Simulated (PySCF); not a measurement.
SMILES C[SiH]1O[SiH]O[SiH](C)O[SiH](C)O1 (C3H13O4Si4), doublet (GFN2-xTB optimised geometry):

```
24

C      3.603     0.017     0.000
Si     1.713     0.017     0.000
O      1.216     1.560     0.000
Si     0.266     2.763    -0.529
O     -1.123     2.228    -1.170
Si    -1.930     1.164    -2.092
C     -3.306     0.389    -1.051
O     -0.946     0.019    -2.684
Si     0.190    -1.124    -2.521
C     -0.634    -2.788    -2.149
O      1.222    -0.784    -1.320
H      3.988     0.556     0.859
H      4.007     0.484    -0.894
H      3.988    -0.996     0.045
H      1.079    -0.615     1.156
H      1.010     3.461    -1.572
H     -2.345     1.905    -3.277
H     -3.863    -0.339    -1.633
H     -2.909    -0.121    -0.176
H     -4.007     1.141    -0.704
H      0.971    -1.040    -3.749
H      0.103    -3.581    -2.078
H     -1.335    -3.058    -2.933
H     -1.182    -2.763    -1.210
```

Calculation: unrestricted PBE0/def2-SVP (PySCF 2.14.0).

What are the frontier orbital energies (α orbitals alone; a β orbital can be the lowest empty one) and the dipole moment?

HOMO-2 -8.29 eV, HOMO-1 -8.01 eV, HOMO -5.67 eV, LUMO 1.32 eV, LUMO+1 1.54 eV; dipole moment 1.49 D.

On the same geometry PySCF 2.14.0 with unrestricted PBE/def2-SVP gives HOMO-2 -6.85 eV, HOMO-1 -6.60 eV, HOMO -4.43 eV, LUMO 0.49 eV, LUMO+1 0.61 eV; dipole moment 1.53 D.

Meta-Löwdin charges at PBE0/def2-SVP: C1 -0.57, Si2 1.18, O3 -0.80, Si4 0.89, O5 -0.80, Si6 1.17, C7 -0.58, O8 -0.81, Si9 1.18, C10 -0.58, O11 -0.81, H12 0.12, H13 0.12, H14 0.12, H15 -0.15, H16 -0.13, H17 -0.14, H18 0.12, H19 0.12, H20 0.12, H21 -0.14, H22 0.12, H23 0.12, H24 0.12.
